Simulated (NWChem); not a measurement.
Species: C3H5BO2; SMILES CB1COC1=O

```xyz
11

C      0.6819    -2.1665     0.0049
B     -0.0175    -0.7919    -0.0318
C     -1.4791    -0.1758    -0.0080
O     -0.9043     1.1890     0.0302
C      0.4336     0.7735    -0.0015
O      1.3854     1.5126     0.0019
H      1.6579    -2.1663    -0.5213
H      0.9327    -2.3328     1.0819
H      0.0622    -3.0252    -0.3181
H     -2.1099    -0.3170    -0.9128
H     -2.1095    -0.3681     0.8874
```
Atoms are numbered in this order, from 1.

Level: PBE-D3(BJ)/def2-SVP (NWChem), optimised geometry, unscaled harmonic frequencies. 

```json
[
 {"frequency (cm⁻¹)": "82", "IR intensity (km/mol)": "1.0"},
 {"frequency (cm⁻¹)": "100", "IR intensity (km/mol)": "4.2"},
 {"frequency (cm⁻¹)": "206", "IR intensity (km/mol)": "2.2"},
 {"frequency (cm⁻¹)": "244", "IR intensity (km/mol)": "0.7"},
 {"frequency (cm⁻¹)": "473", "IR intensity (km/mol)": "5.0"},
 {"frequency (cm⁻¹)": "516", "IR intensity (km/mol)": "10.8"},
 {"frequency (cm⁻¹)": "569", "IR intensity (km/mol)": "1.5"},
 {"frequency (cm⁻¹)": "599", "IR intensity (km/mol)": "2.4"},
 {"frequency (cm⁻¹)": "714", "IR intensity (km/mol)": "1.7"},
 {"frequency (cm⁻¹)": "758", "IR intensity (km/mol)": "2.1"},
 {"frequency (cm⁻¹)": "871", "IR intensity (km/mol)": "14.6"},
 {"frequency (cm⁻¹)": "902", "IR intensity (km/mol)": "102.3"},
 {"frequency (cm⁻¹)": "963", "IR intensity (km/mol)": "30.4"},
 {"frequency (cm⁻¹)": "1074", "IR intensity (km/mol)": "138.7"},
 {"frequency (cm⁻¹)": "1111", "IR intensity (km/mol)": "0.5"},
 {"frequency (cm⁻¹)": "1149", "IR intensity (km/mol)": "38.1"},
 {"frequency (cm⁻¹)": "1226", "IR intensity (km/mol)": "10.6"},
 {"frequency (cm⁻¹)": "1326", "IR intensity (km/mol)": "125.2"},
 {"frequency (cm⁻¹)": "1348", "IR intensity (km/mol)": "19.5"},
 {"frequency (cm⁻¹)": "1384", "IR intensity (km/mol)": "4.3"},
 {"frequency (cm⁻¹)": "1389", "IR intensity (km/mol)": "41.0"},
 {"frequency (cm⁻¹)": "1839", "IR intensity (km/mol)": "231.3"},
 {"frequency (cm⁻¹)": "2942", "IR intensity (km/mol)": "5.4"},
 {"frequency (cm⁻¹)": "2976", "IR intensity (km/mol)": "12.8"},
 {"frequency (cm⁻¹)": "3027", "IR intensity (km/mol)": "8.0"},
 {"frequency (cm⁻¹)": "3033", "IR intensity (km/mol)": "4.5"},
 {"frequency (cm⁻¹)": "3090", "IR intensity (km/mol)": "3.0"}
]
```

```json
{
 "zero_point_energy": "48.5 kcal/mol",
 "thermal correction to the enthalpy at 298.15 K (with zero-point energy)": "53.2 kcal/mol",
 "heat capacity Cv": "22.6 cal/(mol K)",
 "entropy at 298.15 K and 1 atm (symmetry number 1)": "80.4 cal/(mol K)",
 "dipole_moment": "4.39 D"
}
```

Rigid rotor and harmonic oscillator; modes under 100 cm⁻¹ make the entropy uncertain.
